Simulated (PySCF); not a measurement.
Q: Write Cartesian coordinates for `C#C[Si@H](F)S[SiH3]` as optimised with PBE0-D3(BJ)/def2-SVP.

A: 
```xyz
11
C2H5FSSi2 angstrom
C     -1.8998    1.4628   -0.0758
C     -1.5173    0.3078   -0.0718
Si    -0.8819   -1.4012   -0.0907
F     -0.9464   -1.9503    1.4325
S      1.1076   -1.4332   -0.8268
Si     1.8762    0.4053    0.0193
H     -2.2432    2.4828   -0.0811
H     -1.7023   -2.3025   -0.9293
H      1.4464    0.5517    1.4384
H      3.3572    0.2670   -0.0629
H      1.4328    1.5838   -0.7768
```

Any rigid rotation of these coordinates is as good. Atoms count from 1 in this order. Si6 (SiH3 silicon) is distorted tetrahedral (angles from 104.6° to 110.9°). S5 (sulfur bonded to 2 Si) is bent (angle 100.6°). The 2 S–Si bonds span 2.122 Å (Si3–S5, drawn single) to 2.165 Å (S5–Si6, drawn single), a spread of 0.043 Å. Of the pairs four or more bonds apart, C1···Si6 is among the closest relative to their van der Waals radii: 3.92 Å, 103 % of the sum of Bondi's values.

Bonds between heavy atoms (Å): C1≡C2 1.217, C2–Si3 1.823, Si3–F4 1.620, Si3–S5 2.122, S5–Si6 2.165.

Computed with PBE0-D3(BJ)/def2-SVP geometry optimisation, gas phase (PySCF 2.14.0).

Point group: C1 (no symmetry element, even within 0.4 Å). No frequency check. One conformer, not necessarily the lowest (C2–Si3–S5–Si6 37°).

Time: 63 s wall; peak memory 0.52 GiB. Hardware: one thread of an Arm Neoverse V2, shared host with 192 logical CPUs at a one-minute load of 40. This is the geometry optimisation.
